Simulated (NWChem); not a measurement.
Species: C₄H₈; SMILES C(/C)=C/C

```xyz
12

C      1.5935     0.0000     0.5219
C      0.6693     0.0000    -0.6642
C     -0.6693     0.0000    -0.6642
C     -1.5935     0.0000     0.5219
H      2.2509    -0.8801     0.5052
H      2.2509     0.8801     0.5052
H      1.0611     0.0000     1.4770
H      1.1696     0.0000    -1.6335
H     -1.1696     0.0000    -1.6335
H     -1.0611     0.0000     1.4770
H     -2.2509    -0.8801     0.5052
H     -2.2509     0.8801     0.5052
```
Atoms are numbered in this order, from 1.

Results from NWChem. Medium grid unless said otherwise, to which SCAN and Minnesota functionals are sensitive. Coordinates come from a B3LYP/6-31G* (spherical d) optimisation. B3LYP is NWChem's, with the RPA form of VWN correlation.

For level M06/def2-SVP:

* **highest occupied level (eV)**: -6.87
* **orbital gap (eV)**: 7.74

**Question.** Estimate the same quantities for level B3LYP/def2-SVP.

**Answer.** 
- highest occupied level (eV) = -6.59
- orbital gap (eV) = 7.30
